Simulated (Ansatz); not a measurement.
Species: WH$_{2}$, net charge 0, triplet state. The spin state was set by rule; other spins were not relaxed. 
Coordinates optimised at B3LYP-D3(BJ)/def2-TZVP (Ansatz, a quantum-chemistry and plane-wave program):
SMILES: [WH2]
```xyz
3

W      0.0218     0.0043     0.0069
H     -0.5571    -1.5954    -0.1521
H     -1.0571     1.2774    -0.3599
```
Charge 0, spin multiplicity 3.

Total electronic energies in hartree. Correlated levels leave the core frozen unless marked. Open shells are spin-unrestricted. Spin-orbit coupling is left out. The frozen core is the preceding noble-gas configuration, with the filled d and f shells of earlier blocks. In def2 rows, elements after Kr have scalar-relativistic effective core potentials.  The program attaches cautions to a run behind CCSD/def2-SVP: other amplitudes. The program attaches cautions to a run behind CCSD/def2-QZVPP: other amplitudes. The program attaches cautions to a run behind CCSD(T)/def2-SVPD: other amplitudes. The program attaches cautions to a run behind CCSD(T)/def2-TZVPP: other amplitudes. The program attaches cautions to a run behind CCSDT/def2-SVP: large difference.

The UHF reference is spin-contaminated (<S^2> 0.98 over the pure value in the largest basis). The Hartree-Fock reference is unstable (checked in the largest basis), which strains HF and MP2. 

```
level                               program  energy (Eh)
---------------------------  --------------  -----------
r2SCAN/def2-TZVPD                    Ansatz    -68.16077
r2SCAN-D4/def2-TZVPD         Ansatz + dftd4    -68.16106
PBE0-D4/def2-TZVPD           Ansatz + dftd4    -68.11096
CAM-B3LYP-D4/def2-TZVPD      Ansatz + dftd4    -68.06791
LC-wPBE-D3(BJ)/def2-TZVPD    Ansatz + dftd3    -68.13639
B2GP-PLYP-D3(BJ)/def2-TZVPD  Ansatz + dftd3    -67.85707
B2GP-PLYP-D4/def2-TZVPD      Ansatz + dftd4    -67.85660
B2PLYP-D4/def2-TZVPD         Ansatz + dftd4    -67.91222
B2PLYP/def2-TZVPD                    Ansatz    -67.91125
CCSD/def2-SVP                        Ansatz            …
CCSD/def2-QZVPP                      Ansatz            …
CCSD(T)/def2-SVPD                    Ansatz    -67.59859
CCSD(T)/def2-TZVPP                   Ansatz    -67.63427
CCSDT/def2-SVP                       Ansatz    -67.59701
```

What belongs in the gaps?


- CCSD/def2-SVP, energy (Eh): -67.57439
- CCSD/def2-QZVPP, energy (Eh): -67.62150
